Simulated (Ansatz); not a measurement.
Ansatz (a first-principles code) input (CCSD(T)/def2-SVPD):

Ansatz 0.2 input:
```yaml
crystal:
  periodic: [false, false, false]
  atoms:
    - {symbol: Ti, position_ang: [0.00000000, 0.00000000, 0.00000000]}
    - {symbol: I, position_ang: [2.14965386, -0.59836642, -1.44655066]}
    - {symbol: I, position_ang: [0.85456811, 0.44616987, 2.47834797]}
    - {symbol: I, position_ang: [-1.23873894, 2.14010235, -0.97828965]}
    - {symbol: I, position_ang: [-1.76548303, -1.98790581, -0.05350766]}
basis:
  gaussian:
    orbitals: def2-SVPD
total_charge: -1
magnetization: {spin_polarized: true, initial_magnetization: 1}
correlation: {method: ccsd_t, electrons: outside_noble_gas}
output: {forces: true}
```

Output:

```
Functional definition: HF
integrals: 1.32 GiB planned
2126 factors; integrals over basis functions are off by at most 1.4e-4 eV
mean field: 2.56 GiB planned
mean field evaluation 1: about -55361.4479 eV, gradient 4.0e1 eV
mean field evaluation 2: about -55361.7956 eV, gradient 4.0e1 eV
mean field evaluation 4: about -55346.8386 eV, gradient 9.1e1 eV
mean field evaluation 8: about -55383.0532 eV, gradient 4.2e-1 eV
mean field evaluation 16: about -55383.2861 eV, gradient 3.6e-4 eV
mean field evaluation 32: about -55381.9390 eV, gradient 3.7e0 eV
mean field evaluation 64: about -55361.4479 eV, gradient 4.0e1 eV
mean field evaluation 96: about -55381.0520 eV, gradient 4.0e-2 eV
mean field evaluation 128: about -55383.2577 eV, gradient 4.6e-2 eV
mean field evaluation 160: about -55383.2854 eV, gradient 2.6e-2 eV
mean field evaluation 192: about -55383.2224 eV, gradient 1.1e0 eV
mean field evaluation 224: about -55383.2537 eV, gradient 6.4e-4 eV
mean field evaluation 256: about -55382.8532 eV, gradient 7.2e0 eV
mean field evaluation 288: about -55382.9918 eV, gradient 2.0e0 eV
mean field evaluation 320: about -55383.0243 eV, gradient 7.3e0 eV
mean field evaluation 352: about -55381.0498 eV, gradient 1.1e-1 eV
mean field evaluation 384: about -55380.2404 eV, gradient 1.4e0 eV
mean field evaluation 416: about -55380.5740 eV, gradient 6.7e-1 eV
mean field evaluation 448: about -55380.6147 eV, gradient 3.8e-1 eV
mean field evaluation 480: about -55360.5493 eV, gradient 4.0e1 eV
mean field evaluation 512: about -55376.2848 eV, gradient 1.4e0 eV
mean field evaluation 544: about -55375.8249 eV, gradient 1.5e0 eV
mean field evaluation 576: about -55375.7568 eV, gradient 4.4e-1 eV
mean field evaluation 608: about -55369.7924 eV, gradient 9.9e0 eV
mean field evaluation 640: about -55369.4301 eV, gradient 5.1e0 eV
mean field evaluation 672: about -55381.0370 eV, gradient 2.8e-1 eV
mean field evaluation 704: about -55380.7534 eV, gradient 9.3e-4 eV
mean field evaluation 736: about -55380.1649 eV, gradient 9.4e-4 eV
mean field evaluation 768: about -55383.2852 eV, gradient 3.2e-1 eV
mean field evaluation 800: about -55381.0521 eV, gradient 7.5e-3 eV
mean field evaluation 832: about -55380.3763 eV, gradient 1.5e0 eV
mean field evaluation 864: about -55380.4751 eV, gradient 7.9e-1 eV
mean field evaluation 896: about -55380.6631 eV, gradient 7.1e-1 eV
mean field evaluation 928: about -55380.6454 eV, gradient 3.1e-1 eV
mean field evaluation 960: about -55378.8721 eV, gradient 1.1e0 eV
mean field evaluation 992: about -55383.2861 eV, gradient 7.0e-3 eV
mean field evaluation 1024: about -55380.5767 eV, gradient 2.0e0 eV
mean field evaluation 1056: about -55380.0334 eV, gradient 7.1e-2 eV
mean field evaluation 1088: about -55379.6541 eV, gradient 2.2e-3 eV
mean field evaluation 1120: about -55380.3943 eV, gradient 7.3e0 eV
mean field evaluation 1152: about -55380.1377 eV, gradient 7.8e-1 eV
mean field -55383.28606197 eV, -2035.2982226379 hartree, gradient 2.1e-6 eV, S^2 0.757774; 28 other end points of the search recorded, 0 dependent functions left out
determinant -55383.28606197 eV, -2035.2982226379 hartree, with singles and doubles -55397.90109116 eV, -2035.8353150541 hartree
determinant -55383.25366599 eV, -2035.2970321076 hartree, with singles and doubles -55397.87484415 eV, -2035.8343504942 hartree
determinant -55382.83035351 eV, -2035.2814756609 hartree, with singles and doubles -55397.44472053 eV, -2035.8185437427 hartree
determinant -55382.73564501 eV, -2035.2779951878 hartree, with singles and doubles -55397.35581432 eV, -2035.8152765000 hartree
determinant -55381.05210221 eV, -2035.2161261310 hartree, with singles and doubles -55395.08559376 eV, -2035.7318474330 hartree
determinant -55380.75335357 eV, -2035.2051473209 hartree, with singles and doubles -55395.01675352 eV, -2035.7293176010 hartree
determinant -55380.43098855 eV, -2035.1933006248 hartree, with singles and doubles -55394.54607021 eV, -2035.7120203083 hartree
determinant -55380.38815608 eV, -2035.1917265607 hartree, with singles and doubles -55394.64458595 eV, -2035.7156406949 hartree
determinant -55380.30440360 eV, -2035.1886487138 hartree, with singles and doubles -55394.58292731 eV, -2035.7133747817 hartree
determinant -55380.16490018 eV, -2035.1835220577 hartree, with singles and doubles -55394.41283009 eV, -2035.7071238243 hartree
determinant -55380.15623427 eV, -2035.1832035912 hartree, with singles and doubles -55394.40777487 eV, -2035.7069380482 hartree
determinant -55380.15614533 eV, -2035.1832003227 hartree, with singles and doubles -55394.31379964 eV, -2035.7034845224 hartree
determinant -55380.03365547 eV, -2035.1786989033 hartree, with singles and doubles -55394.40744253 eV, -2035.7069258351 hartree
determinant -55383.28606197 eV, -2035.2982226379 hartree, with singles and doubles -55397.93373860 eV, -2035.8365148255 hartree
determinant -55383.25366599 eV, -2035.2970321076 hartree, with singles and doubles -55397.90788376 eV, -2035.8355646777 hartree
determinant -55382.83035351 eV, -2035.2814756609 hartree, with singles and doubles -55397.48040862 eV, -2035.8198552559 hartree
determinant -55382.73564501 eV, -2035.2779951878 hartree, with singles and doubles -55397.39115420 eV, -2035.8165752163 hartree
45 core orbitals not correlated
reference -55383.28606197 eV, -2035.2982226379 hartree; 17, 16 occupied and 112, 113 virtual orbitals, 2126 factors
too little memory for Intel AMX tiles; the run may be slower
densities: 5.32 GiB planned
second order -13.74322005 eV of doubles, -0.00000000 eV of singles
coupled cluster: 2.99 GiB planned
cycle   1  -14.64767440 eV  change    2.2e-6 eV  update   4.6e-6
cycle   2  -14.64767755 eV  change   -3.2e-6 eV  update   3.2e-6
cycle   3  -14.64767618 eV  change    1.4e-6 eV  update   2.3e-6
cycle   4  -14.64767704 eV  change   -8.6e-7 eV  update   8.7e-7
cycle   5  -14.64767638 eV  change    6.6e-7 eV  update   4.7e-7
cycle   6  -14.64767656 eV  change   -1.8e-7 eV  update   2.1e-7
cycle   7  -14.64767656 eV  change    4.8e-9 eV  update   9.4e-8
cycle   8  -14.64767659 eV  change   -3.2e-8 eV  update   5.6e-8
cycle   9  -14.64767660 eV  change   -8.5e-9 eV  update   3.9e-8
cycle  10  -14.64767661 eV  change   -1.1e-8 eV  update   3.0e-8
cycle  11  -14.64767662 eV  change   -6.6e-9 eV  update   2.4e-8
cycle  12  -14.64767662 eV  change   -6.9e-9 eV  update   2.1e-8
cycle  13  -14.64767663 eV  change   -4.7e-9 eV  update   1.8e-8
cycle  14  -14.64767663 eV  change   -4.9e-9 eV  update   1.6e-8
coupled cluster: 3.72 GiB planned
cycle   1  -14.64767659 eV  update   1.0e-7
cycle   2  -14.64767662 eV  change   -2.6e-8 eV  update   3.0e-8
cycle   3  -14.64767659 eV  change    2.3e-8 eV  update   1.3e-8
perturbative correction -0.73808446 eV, -0.0271241036 hartree
the calculation of the forces begins
densities: 7.11 GiB planned
Total energy: -55398.67182303 eV, -2035.8636389278 hartree
Atom 0 at     0.000000     0.000000     0.000000 Å, force    -0.000000     0.000000    -0.000000 eV/Å
Atom 1 at     2.149654    -0.598366    -1.446551 Å, force     0.233596    -0.068309    -0.171861 eV/Å
Atom 2 at     0.854568     0.446170     2.478348 Å, force     0.084168     0.052211     0.280997 eV/Å
Atom 3 at    -1.238739     2.140102    -0.978290 Å, force    -0.128494     0.246195    -0.107919 eV/Å
Atom 4 at    -1.765483    -1.987906    -0.053508 Å, force    -0.189270    -0.230097    -0.001217 eV/Å
Dipole moment:     0.000000    -0.000000     0.000000 e Å
```

The spin state was set by rule; other spins were not relaxed.
